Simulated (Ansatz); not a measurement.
## Ligand exchange through a proton shuttle

Start structure (AlH3F4, closed shell), relaxed at PBE0-D4/def2-TZVP:

Al1  (-0.747, -0.471, -0.574)
H2  (0.438, 0.510, -1.100)
F3  (-0.534, -2.048, -0.971)
F4  (-2.238, 0.213, -0.596)
H5  (0.559, 0.210, 1.292)
F6  (-0.244, -0.391, 1.243)
H7  (1.215, 0.937, -0.109)
F8  (1.551, 1.040, 0.815)
(Å)

The step: AlHF₂ ([F][AlH][F]) + HF + HF → AlF₃ ([F][Al]([F])[F]) + HF + H₂; bonds formed: H2–H7, H5–F8; dative contacts that become bonds: Al1–F6; bonds broken: Al1–H2, H5–F6, H7–F8. Computed with Ansatz 0.2.0 (basis: def2-TZVPP and def2-QZVPP); correlated methods freeze the cores. Extrapolation: Hartree–Fock as exp(−7.88 √X), correlation as X^−2.97. Energies below are by CCSD(T) at an estimated basis limit (MP2 extrapolated from triple and quadruple zeta, plus CCSD(T) − MP2 in triple zeta).

(1) What are the electronic barrier and the energy of the step, from the start structure to the end structure? (An estimate is asked for; the value comes from the calculation.)

The T1 diagnostic stays at or below 0.012.

Answers

(1) The calculation gives: Barrier 0.086 eV; step energy -0.985 eV (downhill); reverse barrier, their difference, 1.072 eV. Barrier and step energy count from the start structure, the reverse barrier from the end structure.

The saddle point: One imaginary mode of 468i cm⁻¹.
```
  pair  start (Å)  saddle (Å)  end (Å)
Al1–F6       1.89        1.83     1.66
 H2–H7       1.33        1.13     0.76
 H5–F8       1.38        1.23     0.93
Al1–H2       1.63        1.66     2.02
 H5–F6       1.00        1.08     1.74
 H7–F8       0.99        1.07     2.13
```

Zero-point energy (harmonic, PBE0-D4): ZPE is 1.013 eV at the start and 0.943 eV at the saddle, so the barrier goes from 0.086 to 0.015 eV.

Labels in which every atom is bracketed show which atoms are joined, not bond orders.

For scale, one of the runs: CCSD(T)/def2-TZVPP, 208 basis functions, launched by `ansatz run in.yaml --threads 4 --pin off --events-out ev --progress --plain --max-ram 9574MiB`. The run took 24 s on 4 CPU threads of an Intel Xeon 6975P-C (shared host), with 3.4 GiB of host memory at its peak.
